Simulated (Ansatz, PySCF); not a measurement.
The pair A = CH4O (SMILES CO) (first 6 atoms), B = HBr (SMILES Br); geometry from B3LYP-D3(BJ)/def2-TZVP.
(charge 0, multiplicity 1):
```tsv
atom	x (Å)	y (Å)	z (Å)
C	0.5606	-0.2775	-0.1702
O	-0.5316	-0.2531	0.7554
H	0.2002	-0.2321	-1.2003
H	1.0756	-1.2229	-0.0158
H	1.2609	0.5411	0.0129
H	-1.0102	0.5779	0.6618
Br	0.8241	-0.4079	3.6824
H	0.1317	-0.3741	2.3990
```

Rows in 6-31G* carry no dispersion term and start afresh at each structure (6-31G* with six Cartesian d functions); the Pople sets are all-electron and without relativity.

Programs: Ansatz (Gaussian basis) for Hartree–Fock, density functionals and correlated methods; PySCF for 6-31G* rows. Each number belongs to the level named beside it.

Total energies (hartree), monomers frozen at their geometry in the pair:

```tsv
structure	HF/6-31G*	B3LYP/6-31G*	B3LYP/def2-TZVPPD
AB	-2687.7251115	-2690.2087256	-2690.5784497
A in the pair's basis	-115.0357815	-115.7164111	-115.7804292
B in the pair's basis	-2572.6838545	-2574.4819098	-2574.7901921
A	-115.0343020	-115.7139513	-115.7803856
B	-2572.6833601	-2574.4816006	-2574.7900267
```

Work out the interaction energy without and with the counterpoise correction, and the superposition error, for each level.


E(AB) − E(A) − E(B), times 627.509 kcal/mol, with the monomers in their own basis and then in the pair's basis:
- HF/6-31G*: -4.67 uncorrected, -3.44 corrected; the monomers gain 1.24 kcal/mol from borrowed functions
- B3LYP/6-31G*: -8.27 uncorrected, -6.53 corrected; the monomers gain 1.74 kcal/mol from borrowed functions
- B3LYP/def2-TZVPPD: -5.04 uncorrected, -4.91 corrected; the monomers gain 0.13 kcal/mol from borrowed functions

Ansatz is an electronic-structure program.
